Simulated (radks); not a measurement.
Q: Pr14+, 45 electrons, occupied as [Kr] 4d8 6f1 (not the ground configuration). Method: scalar-relativistic Kohn-Sham, PBE, spin-polarised, spherical densities, finite nucleus; open shells are filled with parallel spins first (spin-orbit coupling, left out, can overturn this in heavy ions); Fermi nuclear charge, rms radius 4.8919 fm; computed with a radial shooting solver on a logarithmic mesh with Libxc functionals. Some entries of the table are withheld. Estimate them.

orbital  occ.  eigenvalue (eV)  <1/r> (bohr^-1)
1s up       1        -42119.35            64.68
1s down     1        -42119.34            64.68
2s up       1        -7033.108            14.93
2s down     1        -7031.989            14.93
2p up       3        -6325.657            14.11
2p down     3        -6324.782            14.11
3s up       1        -1753.367            5.440
3s down     1        -1752.742            5.441
3p up       3        -1529.270            5.148
3p down     3        -1528.575            5.148
3d up       5        -1215.349            4.885
3d down     5        -1214.337            4.885
4s up       1        -573.4281              (1)
4s down     1        -570.3028              (2)
4p up       3        -497.6140            2.181
4p down     3        -494.5168            2.180
4d up       5        -388.5456              (3)
4d down     3        -385.5070              (4)
6f up       1        -100.2177           0.5373

A: 
(1) 4s up <1/r> (bohr^-1): 2.339
(2) 4s down <1/r> (bohr^-1): 2.339
(3) 4d up <1/r> (bohr^-1): 1.966
(4) 4d down <1/r> (bohr^-1): 1.965
